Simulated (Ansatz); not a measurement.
A made-up structure of AlBH₃Se (charge -1), closed shell:

```xyz
6
angstrom
B -0.4804 -0.0499 -0.8172
Al 0.3481 0.5222 0.9944
Se 0.8692 -1.5396 0.1269
H 1.2004 -2.7889 0.9076
H -0.0162 0.3841 -1.8444
H 0.9019 1.1245 2.3886
```

It is relaxed with PBE-D4/def2-SVPD and then PBE0-D4/def2-TZVPD (Ansatz 0.2.0). Atoms count as bonded within 1.22 times the sum of their covalent radii (H–H: 0.88 Å). The end point is not checked to be a true minimum.

Q: Does its bonding change? (A judgement: the text doesn't fix the answer.)

A: The calculation gives: No: no bond forms or breaks.

Where it ends: The first stage lowers the energy by 1.83 eV in 10 steps. It ends as AlBH₃Se ([BH]1[AlH][SeH]1), total charge -1:
```tsv
atom	x (Å)	y (Å)	z (Å)
B1	-0.0709	-0.0750	-0.5593
Al2	0.7060	0.9071	0.9480
Se3	1.4730	-1.4499	0.0058
H4	0.6245	-2.5783	0.5160
H5	-0.4237	-0.1842	-1.7010
H6	0.5143	1.0327	2.5462
```

Labels in which every atom is bracketed show which atoms are joined, not bond orders.

For scale, one of the runs: PBE0-D4/def2-TZVPD relaxation, 164 basis functions, launched by `ansatz run in.yaml --threads 2 --pin off --events-out ev --progress --plain --max-ram 4352MiB`. Hardware: 2 CPU threads of an Arm Neoverse V2, shared host. Wall time about 28 s.
